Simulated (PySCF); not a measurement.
Molfile (atoms numbered from 1):
```
C7H14OS
     RDKit          3D

 23 23  0  0  0  0  0  0  0  0999 V2000
    0.4615    1.8832    0.8790 C   0  0  0  0  0  0  0  0  0  0  0  0
    0.4116    0.4047    1.2385 C   0  0  1  0  0  0  0  0  0  0  0  0
   -0.7775   -0.2941    0.6126 C   0  0  0  0  0  0  0  0  0  0  0  0
   -2.1775    0.3302    0.8140 C   0  0  0  0  0  0  0  0  0  0  0  0
   -2.7556   -1.0937    0.8876 C   0  0  0  0  0  0  0  0  0  0  0  0
   -1.3399   -1.6115    1.1920 C   0  0  0  0  0  0  0  0  0  0  0  0
    2.0080   -0.2815    0.5906 S   0  0  0  0  0  4  0  0  0  0  0  0
    1.9494   -1.9500    1.2941 C   0  0  0  0  0  0  0  0  0  0  0  0
    1.8110   -0.4482   -0.8947 O   0  0  0  0  0  0  0  0  0  0  0  0
    0.5482    1.9973   -0.2128 H   0  0  0  0  0  0  0  0  0  0  0  0
   -0.4529    2.3972    1.2085 H   0  0  0  0  0  0  0  0  0  0  0  0
    1.3234    2.3831    1.3458 H   0  0  0  0  0  0  0  0  0  0  0  0
    0.4396    0.2653    2.3340 H   0  0  0  0  0  0  0  0  0  0  0  0
   -0.5595   -0.4120   -0.4634 H   0  0  0  0  0  0  0  0  0  0  0  0
   -2.5558    1.0108    0.0369 H   0  0  0  0  0  0  0  0  0  0  0  0
   -2.2493    0.8393    1.7894 H   0  0  0  0  0  0  0  0  0  0  0  0
   -3.1045   -1.4381   -0.0976 H   0  0  0  0  0  0  0  0  0  0  0  0
   -3.5478   -1.2902    1.6248 H   0  0  0  0  0  0  0  0  0  0  0  0
   -1.0333   -2.5574    0.7211 H   0  0  0  0  0  0  0  0  0  0  0  0
   -1.1554   -1.6857    2.2766 H   0  0  0  0  0  0  0  0  0  0  0  0
    1.8923   -1.9054    2.3910 H   0  0  0  0  0  0  0  0  0  0  0  0
    1.0965   -2.4911    0.8673 H   0  0  0  0  0  0  0  0  0  0  0  0
    2.8850   -2.4355    0.9859 H   0  0  0  0  0  0  0  0  0  0  0  0
  1  2  1  0
  2  3  1  0
  3  4  1  0
  4  5  1  0
  5  6  1  0
  2  7  1  0
  7  8  1  1
  7  9  2  0
  6  3  1  0
  1 10  1  0
  1 11  1  0
  1 12  1  0
  2 13  1  1
  3 14  1  0
  4 15  1  0
  4 16  1  0
  5 17  1  0
  5 18  1  0
  6 19  1  0
  6 20  1  0
  8 21  1  0
  8 22  1  0
  8 23  1  0
M  END
```

Geometry: PBE0-D3(BJ)/def2-SVP; GIAO absolute shieldings from PySCF 2.14.0 with density-fitted response routines, gas phase, non-relativistic, averaged over equivalent atoms.

At PBE0/pcSseg-1 (230 basis functions, 43 s wall time on 1 thread of an Arm Neoverse V2, shared host):
| atoms | σ (ppm) |
| --- | --- |
| C2 | 119.5 |
| C8 | 144.3 |
| C6 | 150.1 |
| C4 | 154.8 |
| C3 | 155.6 |
| C5 | 163.6 |
| C1 | 169.8 |
| S7 | 188.7 |
| O9 | 291.7 |
| H14 | 28.03 |
| H21/H22/H23 | 29.10 |
| H19 | 29.13 |
| H17 | 29.26 |
| H15 | 29.29 |
| H18 | 29.55 |
| H16 | 29.55 |
| H20 | 29.68 |
| H13 | 29.70 |
| H10/H11/H12 | 30.19 |

Task: What do these become at B3LYP/pcSseg-1?

Result: 
| atoms | σ at B3LYP/pcSseg-1 | change |
| --- | --- | --- |
| C2 | 111.7 | -7.8 |
| C8 | 137.8 | -6.5 |
| C6 | 143.5 | -6.6 |
| C4 | 148.3 | -6.5 |
| C3 | 148.7 | -6.9 |
| C5 | 157.5 | -6.1 |
| C1 | 164.1 | -5.7 |
| S7 | 158.8 | -29.9 |
| O9 | 279.9 | -11.8 |
| H14 | 28.13 | +0.10 |
| H21/H22/H23 | 29.23 | +0.13 |
| H19 | 29.21 | +0.08 |
| H17 | 29.40 | +0.14 |
| H15 | 29.39 | +0.10 |
| H18 | 29.66 | +0.11 |
| H16 | 29.68 | +0.13 |
| H20 | 29.82 | +0.14 |
| H13 | 29.81 | +0.11 |
| H10/H11/H12 | 30.29 | +0.10 |

The largest change is at S7 (sulfoxide sulfur). Cost: 230 basis functions, 41 s wall time on 1 thread of an Arm Neoverse V2, shared host. The order of the carbon signals is the same at both levels.
